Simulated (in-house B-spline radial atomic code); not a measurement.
Tc V (Tc4+): [Ne] 3s1 3p6 3d10 4s2 (4p1/2)2 (4p3/2)3 4d5 (with a hole in an inner shell)

All numbers are computed (Dirac-Hartree-Fock, average of the jj configuration; Fermi nucleus of rms radius 4.41117 fm) with a radial B-spline atomic code at the basis-set limit, not measured.

Effective charges: Z_r = [3n² - l(l+1)]/(2<r>) from the radius, Z_e = n√(-2ε) from the energy, and Slater's rules. Values are occupation-weighted means over j. An effective charge above Z reflects the relativistic contraction of the inner shells.

```json
{"shell": "1s", "electrons": "2", "ε (eV)": "-21260", "<r> (bohr)": "0.03427", "Z_r": "43.77", "Z_e": "39.53", "Slater": "42.70"}
{"shell": "2s", "electrons": "2", "ε (eV)": "-3175.8", "<r> (bohr)": "0.149", "Z_r": "40.26", "Z_e": "30.56", "Slater": "38.85"}
{"shell": "2p", "electrons": "6", "ε (eV)": "-2847.8", "<r> (bohr)": "0.1302", "Z_r": "38.40", "Z_e": "28.94", "Slater": "38.85"}
{"shell": "3s", "electrons": "1", "ε (eV)": "-646.3", "<r> (bohr)": "0.4122", "Z_r": "32.75", "Z_e": "20.68", "Slater": "32.10"}
{"shell": "3p", "electrons": "6", "ε (eV)": "-528.01", "<r> (bohr)": "0.4108", "Z_r": "30.43", "Z_e": "18.69", "Slater": "32.10"}
{"shell": "3d", "electrons": "10", "ε (eV)": "-351.28", "<r> (bohr)": "0.3915", "Z_r": "26.82", "Z_e": "15.24", "Slater": "22.85"}
{"shell": "4s", "electrons": "2", "ε (eV)": "-141.42", "<r> (bohr)": "1.024", "Z_r": "23.43", "Z_e": "12.90", "Slater": "16.45"}
{"shell": "4p", "electrons": "5", "ε (eV)": "-108.69", "<r> (bohr)": "1.109", "Z_r": "20.74", "Z_e": "11.31", "Slater": "16.45"}
{"shell": "4d", "electrons": "5", "ε (eV)": "-59.689", "<r> (bohr)": "1.367", "Z_r": "15.36", "Z_e": "8.38", "Slater": "7.60"}
```

The least bound orbital is 4d5/2 at -59.2 eV, and it is also the most diffuse (<r> = 1.374 bohr). The part-filled 3s shell lies below the filled 4s shell in orbital energy.

For the 1s electron the small component carries 2.46 % of the norm, the zero-frequency Breit interaction raises the level by 41.58 eV, self-energy by 22.92 eV, and vacuum polarisation lowers it by 2.692 eV.
